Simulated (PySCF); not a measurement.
He (helium, neutral) across methods

1s2, closed-shell 1S. All numbers are calculated (PySCF 2.14, scalar relativity by spin-free X2C-1e, in ANO-RCC-VTZP (3s2p1d, 14 functions)).

```tsv
method	E (hartree)	mean ε 1s (eV)	Σ⟨r²⟩ (bohr²)	⟨S²⟩
PBE0	-2.8952	-18.190	2.435	0.000
TPSSh	-2.9091	-17.199	2.397	0.000
r2SCAN	-2.9050	-16.517	2.424	0.000
wB97M-V	-2.8988	-20.910	2.445	0.000
PBE	-2.8928	-15.694	2.462	0.000
LDA	-2.8347	-15.453	2.526	0.000
BP86	-2.9063	-15.855	2.456	0.000
UHF	-2.86170	-24.991	2.385	0.000
```

Problem. Estimate the same row for M06-2X.

Solution. E (hartree) = -2.9046; mean ε 1s (eV) = -20.614; Σ⟨r²⟩ (bohr²) = 2.441; ⟨S²⟩ = 0.000.
